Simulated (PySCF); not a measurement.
Gas-phase reaction: SiI4 + 6 H → SiH3I + 3 HI

Energies from PySCF, thermal terms from the rigid-rotor harmonic-oscillator model, ideal gas at 1 bar. † marks an energy on the PBE0/def2-TZVP geometry and frequencies. CCSD(T) freezes the core. Open shells (unrestricted): H (multiplicity 2); the rest are closed-shell singlets. B3LYP is the form with VWN-RPA correlation. I: scalar-relativistic def2 core potential, no spin-orbit coupling. CCSD(T) isn't extrapolated to the basis-set limit. The harmonic model lacks anharmonicity and excited electronic states, which grow with temperature; levels with a mode under 35 cm⁻¹ are left out. Soft modes under 120 cm⁻¹ make the harmonic entropy rough for SiI4.

ΔH° and ΔS° at 298 K: B3LYP/def2-TZVP† -1170 kJ, -213 J/K; BLYP/def2-TZVP† -1159 kJ, -213 J/K; CCSD(T)/def2-SVP† -1112 kJ, -213 J/K.

Q: With the heat capacities included, give log10 K (1 bar) at 500, 1000, 1200, 1800, 2500 K from B3LYP/def2-TZVP†, BLYP/def2-TZVP†, CCSD(T)/def2-SVP†.

A: 
| T (K) | B3LYP/def2-TZVP† | BLYP/def2-TZVP† | CCSD(T)/def2-SVP† |
|---|---|---|---|
| 500 | 110.6 | 109.5 | 104.6 |
| 1000 | 48.1 | 47.5 | 45.1 |
| 1200 | 37.5 | 37.0 | 35.0 |
| 1800 | 19.6 | 19.3 | 17.9 |
| 2500 | 9.5 | 9.3 | 8.3 |
